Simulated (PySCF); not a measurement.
Input file for PySCF: R-HF/STO-3G on BFH2OSe (SMILES OB(F)[SeH]), a point of a torsion scan.

```python
from pyscf import gto, scf, dft, mp
from pyscf.data.elements import chemcore

mol = gto.M(
    atom='''
    O    -0.94054132   -0.77731090    0.26888160
    B    -0.23233550    0.32615950    0.13291354
    F    -0.72443415    1.38463659   -0.50226675
    Se    1.65339197    0.28600114    0.66025668
    H    -1.83448982   -0.82040398   -0.07582423
    H     1.63120004    1.45427831    1.49895591
    ''',
    basis='sto-3g',
    charge=0, spin=0, verbose=3, max_memory=1800)
mf = scf.RHF(mol)
mf.conv_tol = 1e-8
mf.max_cycle = 100
mf.kernel()
if not mf.converged:
    mf = mf.newton().run(mf.mo_coeff, mf.mo_occ)
```

Task: What total energy does the run end on?

Result: -2571.0936 hartree.
